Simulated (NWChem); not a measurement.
System: CH₃O₂ cation; SMILES O=C[OH2+]

```xyz
6

O     -0.2757     1.2351    -0.0725
C      0.4625     0.3609    -0.0140
O     -0.1677    -1.0858     0.0368
H      1.5542     0.2066    -0.0011
H      0.3223    -1.8936     0.2929
H     -1.1415    -1.1597     0.1267
```
Atoms are numbered in this order, from 1.

The geometry was optimised at PBE0/def2-SVP.

Task: Give the principal values of the shielding tensors (ppm) of O1, C2, O3 from PBE/pcSseg-1, GIAO (NWChem), with their diamagnetic and paramagnetic parts as GIAO splits them.

Result: 
| atom | σ11 | σ22 | σ33 | isotropic | diamagnetic | paramagnetic |
|---|---|---|---|---|---|---|
| O1 | -379.0 | -158.9 | 140.7 | -132.4 | 396.0 | -528.4 |
| C2 | -84.5 | 17.3 | 195.8 | 42.9 | 254.4 | -211.5 |
| O3 | 45.0 | 145.6 | 297.2 | 162.6 | 389.6 | -227.1 |
